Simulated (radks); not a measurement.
Zn5+, configuration [Ar] 3d7.

Calculated with a radial shooting solver on a logarithmic mesh with Libxc functionals: scalar-relativistic Kohn-Sham, BLYP, spin-unpolarised, spherical densities, point nucleus.

Energy parts (hartree):
total: -1788.43550
kinetic: 1817.27097
electron-nucleus: -4223.14153
Hartree: 686.41017
exchange-correlation: -68.97512

Orbitals (lengths in bohr, moments of r in powers of bohr; <r^-3> diverges for s and p1/2):
| orbital | occ. | eigenvalue (hartree) | <r^-3> | <r^4> | <r^2> |
|---|---|---|---|---|---|
| 1s | 2 | -353.6783 | - | 0.00002983 | 0.003405 |
| 2s | 2 | -46.14564 | - | 0.006322 | 0.06036 |
| 2p | 6 | -40.47951 | 794.9 | 0.004683 | 0.04819 |
| 3s | 2 | -8.10224 | - | 0.4120 | 0.5094 |
| 3p | 6 | -6.39489 | 110.5 | 0.5139 | 0.5516 |
| 3d | 7 | -3.61357 | 12.16 | 0.9398 | 0.6681 |

The highest occupied level is 3d at -98.330 eV. The density falls to 0.001 e/bohr^3 at r = 2.25 bohr. Summed over all electrons, <r^2> = 9.422 bohr^2, which gives a Langevin (diamagnetic) susceptibility term of -7.46 x 10^-6 cm^3/mol.
